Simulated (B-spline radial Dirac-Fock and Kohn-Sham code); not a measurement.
# Photoelectron lines of Pm⁴⁺ at Cr Kα (5414.7 eV)

System: the Pm⁴⁺ ion, [Xe] 4f3.

Level of theory: the independent-particle Dirac-Slater model, thresholds from Dirac-Fock; a radial atomic solver. The asymmetry parameter β is from the dipole term alone. Kinetic energies are from the vacuum level. Open shells are spread statistically over j, without multiplet splitting.

```
subshell  electrons  binding (eV)  kinetic (eV)  σ (kb)     β
      3s          2        1717.4        3697.3    7.63  1.98
   3p1/2          2        1538.1        3876.6    9.00  1.58
   3p3/2          4        1424.8        3989.9    16.4  1.65
   3d3/2          4        1116.7        4298.0    7.78  1.17
   3d5/2          6        1092.8        4321.9    10.7  1.11
      4s          2         403.0        5011.7    1.92  1.98
   4p1/2          2         332.8        5081.9    1.95  1.59
   4p3/2          4         307.8        5106.9    3.51  1.66
   4d3/2          4         190.4        5224.3    1.43  1.16
   4d5/2          6         185.9        5228.8    1.97  1.08
   4f5/2       1.29         58.85        5355.9  0.0163  0.70
   4f7/2       1.71         58.32        5356.4  0.0206  0.68
      5s          2         95.31        5319.4   0.375  1.98
   5p1/2          2         72.33        5342.4   0.335  1.59
   5p3/2          4         68.20        5346.5   0.596  1.66
```

Branching ratios of the spin-orbit partners (statistical value in brackets): 3p 1.82 (2.00), 3d 1.38 (1.50), 4p 1.79 (2.00), 4d 1.37 (1.50), 4f 1.26 (1.33), 5p 1.78 (2.00).

Values without a named source are computed, but for edge energies of neutral atoms, which are taken from tables.
